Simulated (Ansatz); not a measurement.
```xyz
12

N     1.903   -1.732   -0.772
C     1.319   -0.858   -0.305
C     0.604    0.286    0.325
N     1.062    0.578    1.648
O    -0.760    0.006    0.376
Si   -1.773   -0.037   -0.935
H     0.806    1.167   -0.301
H     1.996    0.964    1.637
H     1.056   -0.253    2.227
H    -1.560    1.189   -1.752
H    -3.140   -0.077   -0.373
H    -1.512   -1.232   -1.776
```

Total charge 0; spin multiplicity 1.

Problem. List the r2SCAN/def2-TZVPP orbital energies in eV (Ansatz 0.2.0). (Best estimate.)

Solution. Ansatz gave: Occupied: -1791.83, -516.58, -385.89, -385.56, -277.05, -274.19, -142.22, -97.13, -97.06, -97.05, -28.02, -24.29, -23.80, -18.74, -15.45, -14.65, -13.27, -12.66, -11.74, -9.91, -9.66, -9.38, -8.97, -8.84, -8.40, -7.79, -7.01. Lowest empty: -0.94, -0.51, 0.11, 0.81, 1.15, 1.29, 1.47, 1.87.
